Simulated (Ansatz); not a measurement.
Molecule (SMILES): [Cl][GeH][Cl], doublet.
Atoms: Ge1, Cl2, Cl3, H4. Bonds: Ge1-Cl2, Ge1-Cl3, Ge1-H4.

Basis-set convergence of the optimised Ge1-H4 bond length at HF with Ansatz (a first-principles code). Cartesian d functions, on some or all atoms, in 6-31G, 6-31G**; all else is spherical. The program fits the integrals of some runs and decomposes those of others, by size. Open shells are unrestricted. No added dispersion term, no relativity. Reference: the value in pcseg-3, 1.5347 Å, itself unsure by roughly 0.0006 Å (its distance from cc-pV(Q+d)Z). Deviations are taken from unrounded values.

```json
[
 {"basis": "STO-3G", "functions": "37", "optimised Ge1-H4 bond length (Å)": "1.4415", "minus reference (Å)": "-0.0932"},
 {"basis": "6-31G", "functions": "57", "optimised Ge1-H4 bond length (Å)": "1.5400", "minus reference (Å)": "0.0053"},
 {"basis": "pcseg-1", "functions": "68", "optimised Ge1-H4 bond length (Å)": "1.5290", "minus reference (Å)": "-0.0057"},
 {"basis": "def2-SV(P)", "functions": "70", "optimised Ge1-H4 bond length (Å)": "1.5419", "minus reference (Å)": "0.0072"},
 {"basis": "def2-SVP", "functions": "73", "optimised Ge1-H4 bond length (Å)": "1.5347", "minus reference (Å)": "0.0000"},
 {"basis": "6-31G**", "functions": "78", "optimised Ge1-H4 bond length (Å)": "1.5342", "minus reference (Å)": "-0.0005"},
 {"basis": "def2-SVPD", "functions": "100", "optimised Ge1-H4 bond length (Å)": "1.5341", "minus reference (Å)": "-0.0006"},
 {"basis": "aug-cc-pV(D+d)Z", "functions": "109", "optimised Ge1-H4 bond length (Å)": "1.5374", "minus reference (Å)": "0.0027"},
 {"basis": "pcseg-2", "functions": "125", "optimised Ge1-H4 bond length (Å)": "1.5353", "minus reference (Å)": "0.0006"},
 {"basis": "def2-TZVP", "functions": "128", "optimised Ge1-H4 bond length (Å)": "1.5372", "minus reference (Å)": "0.0025"},
 {"basis": "cc-pV(T+d)Z", "functions": "135", "optimised Ge1-H4 bond length (Å)": "1.5366", "minus reference (Å)": "0.0019"},
 {"basis": "def2-TZVPD", "functions": "155", "optimised Ge1-H4 bond length (Å)": "1.5370", "minus reference (Å)": "0.0023"},
 {"basis": "aug-pcseg-2", "functions": "182", "optimised Ge1-H4 bond length (Å)": "1.5362", "minus reference (Å)": "0.0015"}
]
```
